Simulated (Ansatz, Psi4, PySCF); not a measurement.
C2H5O, charge -1, singlet, at the geometry of the source list (in this run its highest filled SCF level lies above zero, so its values depend strongly on the basis, on diffuse functions most of all). Base run: B3LYP5/def2-SVPD in PySCF.

Input for PySCF:
```python
from pyscf import gto, scf, dft

mol = gto.Mole()
mol.atom = '''
    C     1.12145800   -0.48206800    0.00000000
    C    -0.04672300    0.47777600    0.00000000
    O    -1.23680600   -0.30935500    0.00000000
    H    -1.99334600    0.29984000    0.00000000
    H    -0.00416600    1.12582200    0.88693300
    H    -0.00416600    1.12582200   -0.88693300
    H     1.08187600   -1.11892000    0.88588100
    H     1.08187600   -1.11892000   -0.88588100
'''
mol.basis = 'def2-svpd'
mol.charge = -1
mol.verbose = 4
mol.build()

mf = dft.RKS(mol)
mf.xc = 'b3lyp5'
mf.kernel()
```

The same geometry, method and basis name were run in Ansatz (a quantum-chemistry and plane-wave program) and Psi4 and PySCF, at each program's defaults and at the settings that a row names. The base is PySCF at its defaults. Differences at the defaults can come from grids, fitting, cores and function types together.

| code and settings | ΔE vs base (mEh) | basis functions | E (Eh) | SCF cycles |
|---|---|---|---|---|
| PySCF, defaults (exact integrals, its default grid, spherical functions) | 0.000 | 103 | -154.17598 | 11 |
| Psi4, defaults (density fitting with its default set, its default grid, spherical functions) | -0.034 | 103 | -154.17602 | 9 |
| Ansatz, defaults (factorised integrals, its default grid, spherical functions) | 0.003 | 103 | -154.17598 | - |
| PySCF, density fitting with def2-universal-jkfit | -0.038 | 103 | -154.17602 | 11 |
| PySCF, fine grid | 0.001 | 103 | -154.17598 | 11 |
| Psi4, exact integrals, spherical functions, fine grid | 0.001 | 103 | -154.17598 | 13 |
| Ansatz, high accuracy | 0.001 | 103 | -154.17598 | - |
